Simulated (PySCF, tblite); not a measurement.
Isomers of C3H7PSi, one GFN2-xTB conformer each. Single-point energies are computed at PBE0/pcSseg-1 (PySCF, gas phase, no added dispersion term), electronic only.

```tsv
SMILES	GFN2-xTB relative energy (kJ/mol)
C#C[Si@H](C)P	22.5
C[SiH](C)C#P	0.0
```

Conformers: `[CH:1]#[C:2][Si@H:3]([CH3:4])[PH2:5]` with C2–Si3–P5–H -163° and -70°.

Q: What does PBE0/pcSseg-1 give for the same structures?

A: 
```tsv
SMILES	PBE0/pcSseg-1 E (Eh)	PBE0/pcSseg-1 (kJ/mol)	GFN2-xTB (kJ/mol)	point group
C[SiH](C)C#P	-748.91544	0.0	0.0	Cs
C#C[Si@H](C)P	-748.88597	77.4	22.5	C1
```

Both levels put the same isomer lowest. As drawn, the higher has a C≡C bond, which the lower lacks.

Q: Which frontier levels, dipoles and rotational constants go with these structures?

A: 
```csv
SMILES,"HOMO (eV, PBE0/pcSseg-1)",LUMO (eV),dipole (D),"A, B, C (MHz)"
C[SiH](C)C#P,-7.75,-1.56,1.11,"5163, 1555, 1299"
C#C[Si@H](C)P,-7.45,-0.16,0.88,"3625, 2108, 1481"
```

Q: What happens when harmonic zero-point energies from GFN2-xTB frequencies are added?

A: 
| SMILES | ZPE (kJ/mol) | electronic (kJ/mol) | with ZPE (kJ/mol) |
| --- | --- | --- | --- |
| C[SiH](C)C#P | 229.6 | 0.0 | 0.0 |
| C#C[Si@H](C)P | 212.4 | 77.4 | 60.1 |

The zero-point energies span 17.2 kJ/mol. The order is unchanged.
